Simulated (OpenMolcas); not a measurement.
Exact exchange and the HOMO–LUMO gap of C2H7BO

C2H7BO has 11 atoms, charge 0, and is taken as a singlet. SMILES: `CBOC`. The coordinates come from a PBE0-D4/def2-TZVP relaxation. This is one conformer, not always the lowest.

The HOMO–LUMO gap y, in eV, basis cc-pVDZ; a is the functional's share of exact exchange. Programs: OpenMolcas 26.06.

| functional | program | a | y (eV) |
| --- | --- | --- | --- |
| PBE | OpenMolcas | 0 | 6.21 |
| r2SCAN | OpenMolcas | 0 | 6.92 |
| B3LYP | OpenMolcas | 0.2 | ? |
| PBE0 | OpenMolcas | 0.25 | 8.75 |
| BHLYP | OpenMolcas | 0.5 | 11.28 |

Task: Fit y = c + s·a to the known rows and predict B3LYP.

Result: 
1. Means of the 4 rows: a = 0.1875, y = 8.290.
2. Σ(Δa)² = 0.17188, Σ(Δa·Δy) = 1.61, so the slope is 1.61/0.17188 = 9.367.
3. Intercept: 8.290 − (9.367) × 0.1875 = 6.534. The largest residual of the fit is 0.39.
4. B3LYP: 6.534 + (9.367) × 0.2 = 8.41 eV.

The run gave 8.29 eV, so the prediction is off by +0.12 eV, within the largest residual. Exact exchange lowers occupied levels and raises empty ones. The rows mix families of semi-local functionals, which the line can't see.
